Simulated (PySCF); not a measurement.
System: Si2F6, charge 0, multiplicity 1. SMILES: F[Si](F)(F)[Si](F)(F)F
Structure (B3LYP-D3(BJ)/def2-TZVP (Ansatz) minimum search):
```xyz
8

F      1.6046    -1.5923    -0.2008
Si     1.1619    -0.0853    -0.0296
F      1.7497     0.7453    -1.2384
F      1.7944     0.4691     1.3079
Si    -1.1619     0.0853     0.0296
F     -1.6044     1.5910     0.2126
F     -1.7937    -0.4583    -1.3127
F     -1.7506    -0.7548     1.2313
```
Charge 0, spin multiplicity 1.

Dispersion corrections to the total energy (kcal/mol) from the dftd3 and dftd4 libraries through PySCF: D3(BJ) without and D4 with the three-body term, each with the damping fitted for the functional named.

```csv
functional,D3(BJ),D4
HSE06,___,-4.21
r2SCAN,-1.07,___
TPSSh,-4.65,___
PBE0,-3.47,-4.49
PBE,-3.82,-5.28
CAM-B3LYP,-3.40,-4.60
PW6B95,-2.36,-4.48
```

Question: What belongs in the gaps?

Answer: 
- HSE06, D3(BJ): -2.86
- r2SCAN, D4: -1.27
- TPSSh, D4: -6.44
